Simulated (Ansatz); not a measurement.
Stepwise reaction of `[Cl][SnH]([Br])[Br]` with hydrogen chloride, as a gas-phase model of exchange steps in deposition or etching. ΔE in kJ/mol; ΔG adds harmonic PBE0-D4 terms to CCSD(T)/CBS, at 1 bar.

Isolated molecules relaxed with PBE0-D4/def2-TZVP in Ansatz; ΔE leaves out vibrations. CCSD(T)/CBS adds triple-zeta CCSD(T) − MP2 to the extrapolated MP2 energy (def2 sets, frozen cores). This one scheme is used for every species. Functionals use def2-TZVPP. B3LYP here is the variant with VWN-RPA as its local correlation; programs differ in this. def2 core potentials past Kr. For Br, Sn outer-core shells are correlated without core-valence functions, which leaves a few kJ/mol of doubt a bond. Scalar relativity is left out up to krypton.

| step | reaction | PBE-D4 | B3LYP-D4 | ωB97M-V | CCSD(T)/CBS | ΔG(600 K) |
| --- | --- | --- | --- | --- | --- | --- |
| 1 | `[Cl][SnH]([Br])[Br]` + HCl → `[Cl][SnH]([Cl])[Br]` + HBr | 14.0 | 13.9 | 13.0 | 16.4 | 14.8 |
| 2 | `[Cl][SnH]([Cl])[Br]` + HCl → `[Cl][SnH]([Cl])[Cl]` + HBr | 13.8 | 13.7 | 12.8 | 16.3 | 20.2 |

By hand: ΔE of the 2 steps together at CCSD(T)/CBS.

(16.4) + (16.3) = 32.7 kJ/mol, or 16.4 kJ/mol a step.

In ΔE the steps differ by no more than 0.1 kJ/mol. All are uphill at CCSD(T)/CBS. ΔG lies between 14.8 and 20.2 kJ/mol a step. PBE-D4 differs from CCSD(T)/CBS by -2.5 to -2.4 kJ/mol a step. Only this route is followed, and other bonds may react first. Isolated molecules leave out the surface, adducts and barriers. Largest T1 diagnostic: 0.011.
